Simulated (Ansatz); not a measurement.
`[Cl][GeH2][SiH2]Br` + HCl → `Cl[SiH2]Br` + `[Cl][GeH3]`  (cleavage of the Si–Ge bond)

Program: Ansatz. Geometries: PBE0-D4/def2-TZVP. ΔE: electronic, gas phase. CCSD(T)/CBS adds triple-zeta CCSD(T) − MP2 to the extrapolated MP2 energy (def2 sets, frozen cores). This one scheme is used for every species. Functionals use def2-TZVPP. B3LYP here is the variant with VWN-RPA as its local correlation; programs differ in this. For Br, Ge outer-core shells are correlated without core-valence functions, which leaves a few kJ/mol of doubt a bond. Scalar relativity is left out up to krypton. One conformer a species, not always the lowest.

Problem. Is it downhill or uphill in electronic energy at CCSD(T)/CBS, and by how much? (Estimate.)

Solution. Ansatz gave: Downhill: ΔE = -79.7 kJ/mol.

Problem. What do these levels give: r2SCAN, B3LYP, BHLYP, SCS-MP2/def2-TZVPP, SCS-MP2/def2-QZVPP, CCSD/CBS(def2)? (An estimate is asked.)

Solution. The calculation gave: r2SCAN -82.2, B3LYP -83.7, BHLYP -89.9, SCS-MP2/def2-TZVPP -85.9, SCS-MP2/def2-QZVPP -88.0, CCSD/CBS(def2) -81.5 kJ/mol.

Largest T1 diagnostic among the species: 0.010.

The D4 term adds +6.4 kJ/mol with B3LYP and +3.9 kJ/mol with PBE0; it sums over pairs of atoms, weighted by their polarisabilities, and B3LYP, whose exchange is more repulsive, gets the larger term. From BLYP to BHLYP (50 % exact exchange), in def2-TZVPP and without D4, ΔE moves by −9.2 kJ/mol. Leaving LDA and LC-ωPBE aside and taking each functional with its dispersion term where it has one, the values, not all of them listed here, spread over 16.7 kJ/mol, from B97M-V to PBE-D4.
